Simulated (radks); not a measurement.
Results of a calculation; reference values are marked as such.
All-electron atom: the europium ion Eu+ in [Xe] 4f7 6s1.

Code: a radial shooting solver on a logarithmic mesh with Libxc functionals. Model: Dirac Kohn-Sham, PBEsol, spin-unpolarised, spherical densities, point nucleus; open shells fill j = l - 1/2 first.

Energy parts (eV):
part                      energy
total                 -295195.61
kinetic                320999.17
electron-nucleus      -724194.13
Hartree                114510.21
exchange-correlation    -6510.86

Orbitals (lengths in bohr, moments of r in powers of bohr; <r^-3> diverges for s and p1/2; r(90%) holds 90 % of the orbital's charge):
orbital,occ.,eigenvalue (eV),<r^-3>,r(90%)
1s1/2,2,-48307.34,-,0.0404
2s1/2,2,-7933.835,-,0.147
2p1/2,2,-7527.527,-,0.130
2p3/2,4,-6879.881,9382,0.139
3s1/2,2,-1750.048,-,0.366
3p1/2,2,-1574.591,-,0.359
3p3/2,4,-1442.596,1974,0.377
3d3/2,4,-1138.874,330.5,0.349
3d5/2,6,-1110.143,295.0,0.355
4s1/2,2,-351.9266,-,0.814
4p1/2,2,-284.1933,-,0.844
4p3/2,4,-255.0238,436.8,0.886
4d3/2,4,-143.5439,61.68,0.976
4d5/2,6,-138.3141,54.29,0.992
5s1/2,2,-50.8163,-,1.99
5p1/2,2,-32.6686,-,2.29
5p3/2,4,-28.8513,56.22,2.44
4f5/2,6,-9.1075,6.946,1.69
6s1/2,1,-8.5129,-,5.59
4f7/2,1,-8.4929,6.669,1.74
5d3/2,0,-7.2709,2.940,4.43
5d5/2,0,-7.0304,2.511,4.54
6p1/2,0,-5.5423,-,6.95
6p3/2,0,-5.2020,5.139,7.28

The highest occupied level is 4f7/2 at -8.493 eV. The density falls to 0.001 e/bohr^3 at r = 4.51 bohr. Summed over all electrons, <r^2> = 57.39 bohr^2, which gives a Langevin (diamagnetic) susceptibility term of -45.5 x 10^-6 cm^3/mol.
